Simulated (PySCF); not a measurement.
H$_{5}$OSi$_{2}$, doublet, at a GFN2-xTB geometry, with bond 6-3 at 1.6 times its length; B3LYP/STO-3G (PySCF).

The PySCF input:
```python
from pyscf import gto, scf, dft

mol = gto.M(
    atom='''
Si    1.543794   -0.434223    0.395011
O    -0.037105   -0.099175    0.235995
Si   -1.435658    0.415210   -0.393045
H     1.907439   -1.404017   -0.628423
H     2.276460    0.823697    0.364532
H    -1.127764    2.614827   -1.130166
H    -1.766848   -0.474389   -1.504866
H    -2.390882    0.324322    0.707005
''',
    basis='sto-3g',
    charge=0,
    spin=1,
    verbose=4,
)

mf = dft.UKS(mol)
mf.xc = 'b3lyp'
mf.diis = False
mf.max_cycle = 100
mf.kernel()
mf.analyze()
```

It wrote (shortened):

```
PySCF version 2.14.0

[INPUT] verbose = 4
[INPUT] num. atoms = 8
[INPUT] num. electrons = 41
[INPUT] charge = 0
[INPUT] spin (= nelec alpha-beta = 2S) = 1
[INPUT] symmetry False subgroup None
[INPUT] Mole.unit = angstrom
[INPUT] Symbol           X                Y                Z      unit          X                Y                Z       unit  Magmom
[...]
nuclear repulsion = 148.067451872551
number of shells = 18
number of NR pGTOs = 84
number of NR cGTOs = 28
basis = sto-3g
ecp = {}

******** <class 'pyscf.dft.uks.UKS'> ********
method = UKS
initial guess = minao
damping factor = 0
level_shift factor = 0
DIIS disabled
SCF conv_tol = 1e-09
SCF conv_tol_grad = None
SCF max_cycles = 100
direct_scf = True
direct_scf_tol = 1e-13
number electrons alpha = 21  beta = 20
XC library pyscf.dft.libxc version 7.1.2
    S. Lehtola, C. Steigemann, M. J. T. Oliveira, and M. A. L. Marques,  SoftwareX 7, 1–5 (2018)
XC functionals = b3lyp
    P. J. Stephens, F. J. Devlin, C. F. Chabalowski, and M. J. Frisch,  J. Phys. Chem. 98, 11623 (1994)
radial grids:
    Treutler-Ahlrichs [JCP 102, 346 (1995); DOI:10.1063/1.469408] (M4) radial grids

becke partition: Becke, JCP 88, 2547 (1988); DOI:10.1063/1.454033
pruning grids: <function nwchem_prune>
grids dens level: 3
symmetrized grids: False
atomic radii adjust function: <function treutler_atomic_radii_adjust>
small_rho_cutoff = 0
Set gradient conv threshold to 3.16228e-05
tot grids = 101488
init E= -649.079058317701

cycle= 1 E= -649.117952326115  delta_E= -0.0389  |g|= 0.451  |ddm|= 2.37
cycle= 2 E= -647.930771097549  delta_E= 1.19  |g|= 1.58  |ddm|= 2.32
cycle= 3 E= -647.62692934464  delta_E= 0.304  |g|= 0.995  |ddm|= 3.79
cycle= 4 E= -642.159394392114  delta_E= 5.47  |g|= 2.49  |ddm|= 5.34
cycle= 5 E= -643.305472224216  delta_E= -1.15  |g|= 1.19  |ddm|= 6.65
cycle= 6 E= -633.715376513545  delta_E= 9.59  |g|= 2.35  |ddm|= 8.23
cycle= 7 E= -636.381917780335  delta_E= -2.67  |g|= 1.29  |ddm|= 9.43
cycle= 8 E= -635.304838551785  delta_E= 1.08  |g|= 1.56  |ddm|= 9.63
cycle= 9 E= -636.447768889185  delta_E= -1.14  |g|= 1.38  |ddm|=  9.7
cycle= 10 E= -635.091471476283  delta_E= 1.36  |g|=  1.6  |ddm|= 9.67
cycle= 11 E= -636.367861085567  delta_E= -1.28  |g|= 1.37  |ddm|= 9.67
cycle= 12 E= -635.054935027748  delta_E= 1.31  |g|= 1.62  |ddm|= 9.67
cycle= 13 E= -636.353555800634  delta_E= -1.3  |g|= 1.37  |ddm|= 9.67
cycle= 14 E= -635.05044383089  delta_E=  1.3  |g|= 1.62  |ddm|= 9.67
[...]
SCF not converged.
Total Energy =                        -635.049897767187758
[...]
Two-electron Coulomb Energy =          447.585611174615053
DFT Exchange-Correlation Energy =      -52.663030091556237
**** MO energy ****
                             alpha | beta                alpha | beta
[...]
To work with the spin densities directly, `use mulliken_meta_spin()` only printing them here.

 ** Mulliken spin pop alpha/beta on meta-lowdin orthogonal AOs **
 ** Mulliken Spin Density (per AO)  **
spin_pop of  0 Si 1s       -0.00000
spin_pop of  0 Si 2s       -0.00006
spin_pop of  0 Si 3s       -0.03226
spin_pop of  0 Si 2px      -0.00001
spin_pop of  0 Si 2py      -0.00020
spin_pop of  0 Si 2pz      -0.00005
spin_pop of  0 Si 3px       0.00933
spin_pop of  0 Si 3py      -0.00856
spin_pop of  0 Si 3pz       0.00305
spin_pop of  1 O 1s       -0.00000
spin_pop of  1 O 2s       -0.00017
spin_pop of  1 O 2px      -0.00145
spin_pop of  1 O 2py       0.33100
spin_pop of  1 O 2pz       0.11673
spin_pop of  2 Si 1s       -0.00000
spin_pop of  2 Si 2s       -0.00000
spin_pop of  2 Si 3s       -0.00005
spin_pop of  2 Si 2px       0.00000
spin_pop of  2 Si 2py       0.00000
spin_pop of  2 Si 2pz       0.00000
spin_pop of  2 Si 3px       0.00085
spin_pop of  2 Si 3py       0.00002
spin_pop of  2 Si 3pz       0.00000
spin_pop of  3 H 1s       -0.00265
spin_pop of  4 H 1s        0.58437
spin_pop of  5 H 1s        0.00004
spin_pop of  6 H 1s       -0.00002
spin_pop of  7 H 1s        0.00007
 ** Mulliken Spin Density (per atom)  **
spin density of  0 Si =     -0.02875
spin density of  1 O =      0.44611
spin density of  2 Si =      0.00083
spin density of  3 H =     -0.00265
spin density of  4 H =      0.58437
spin density of  5 H =      0.00004
spin density of  6 H =     -0.00002
spin density of  7 H =      0.00007
 ** Mulliken pop alpha/beta on meta-lowdin orthogonal AOs **
 ** Mulliken pop       alpha | beta **
[...]
In total            21.00000 | 20.00000
 ** Mulliken atomic charges   ( Nelec_alpha | Nelec_beta ) **
charge of  0Si =      3.60987  (     5.18069      5.20944 )
charge of  1O =      2.50832  (     2.96889      2.52279 )
charge of  2Si =     -3.95591  (     8.97837      8.97754 )
charge of  3H =      0.99394  (     0.00171      0.00435 )
charge of  4H =     -0.15856  (     0.87147      0.28709 )
charge of  5H =     -0.99994  (     0.99999      0.99995 )
charge of  6H =     -0.99861  (     0.99929      0.99932 )
charge of  7H =     -0.99910  (     0.99958      0.99951 )
Dipole moment(X, Y, Z, Debye): 89.61603, -38.81345, 24.44288
```

Convergence was not reached.
